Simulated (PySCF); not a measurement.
**Working out the excitation energy of P(2+)**

P(2+) [Ne] 3s2 3p1 (2P) → P(2+) [Ne] 3s1 3p2 (4P). All numbers are calculated (PySCF 2.14, scalar relativity by spin-free X2C-1e, in aug-cc-pVDZ-DK). Frozen: [Ne]. Energies in hartree (1 hartree = 27.21139 eV):

```tsv
part	P(2+) (lower)	P(2+) (upper)
UHF	-340.455290	-340.251738
MP2 opposite-spin	-0.036240	0.000000
MP2 same-spin	-0.002333	-0.007860
```

What does Hartree-Fock give?

(-340.251738) − (-340.455290) = 0.203552 hartree = 5.539 eV.

What do MP2 and SCS-MP2 (6/5 opposite-spin, 1/3 same-spin) give?

The opposite-spin parts differ by 0.986 eV and the same-spin parts by -0.150 eV. MP2: 5.539 + (0.986) + (-0.150) = 6.375 eV. SCS-MP2: 5.539 + 1.2 × (0.986) + (-0.150)/3 = 6.672 eV.

A double-zeta basis recovers only part of the correlation energy.
